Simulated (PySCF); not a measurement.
Excitation energies in several basis sets

Compound: diethylene glycol, C4H10O3.
Z-matrix (Å and degrees, PBE0-D3(BJ)/def2-SVP geometry), rows numbered from 1:
```
O 
C   1  1.3973
C   2  1.5103  1  111.48
O   3  1.4037  2  107.46  1    61.13
C   4  1.4038  3  114.41  2  -173.68
C   5  1.5108  4  107.75  3  -179.98
O   6  1.3975  5  111.86  4   -61.03
H   1  0.9642  2  105.89  3   -50.17
H   2  1.1013  1  107.90  3  -120.19
H   2  1.1094  1  112.01  3   121.96
H   3  1.1087  2  110.80  1  -177.69
H   3  1.1082  2  109.66  1   -58.62
H   5  1.1088  4  110.83  3   -59.10
H   5  1.1085  4  110.19  3    60.15
H   6  1.1012  5  109.25  4   179.75
H   6  1.1089  5  108.57  4    63.00
H   7  0.9639  6  106.13  5    54.85
```

TDDFT with PBE0 (PySCF), vertical singlets, core orbitals frozen in the response, spherical d and f functions. One conformer (not necessarily the lowest) at the PBE0-D3(BJ)/def2-SVP geometry, without solvent, vibrations or thermal averaging.

```tsv
basis	functions	diffuse	S1 (eV)	S2 (eV)	S3 (eV)	S4 (eV)	S5 (eV)	LUMO (eV)	α (au)
6-31G*	118	no	7.85	7.92	8.14	9.15	9.24	1.82	54.2
6-31+G*	146	yes	6.87	6.95	7.08	7.38	7.49	0.22	61.5
def2-SVP	148	no	7.56	7.62	7.83	8.44	8.51	1.35	55.5
def2-SVPD	229	yes	7.04	7.11	7.18	7.64	7.79	0.33	66.0
aug-cc-pVDZ	251	yes	6.62	6.70	6.74	6.96	7.07	-0.17	67.6
def2-TZVP	277	no	7.19	7.27	7.34	8.02	8.20	0.69	63.2
```

**Question.** Compare the sets with the largest diffuse one.

**Answer.** States are compared by their number. Against the largest diffuse basis here (aug-cc-pVDZ, itself not a converged limit), sets without diffuse functions differ by up to 1.23 eV in S1 and 2.17 eV in S5; the smaller diffuse sets differ by up to 0.41 and 0.72 eV. State by state, the largest deviation of a set without diffuse functions is S1 1.23, S2 1.21, S3 1.40, S4 2.19, S5 2.17 eV. The same number needn't mean the same state in each row. Against aug-cc-pVDZ the polarisability deviates by -20% in 6-31G*, -9% in 6-31+G*, -18% in def2-SVP, -2% in def2-SVPD, -7% in def2-TZVP. A single + in a Pople set puts diffuse functions on heavy atoms only.
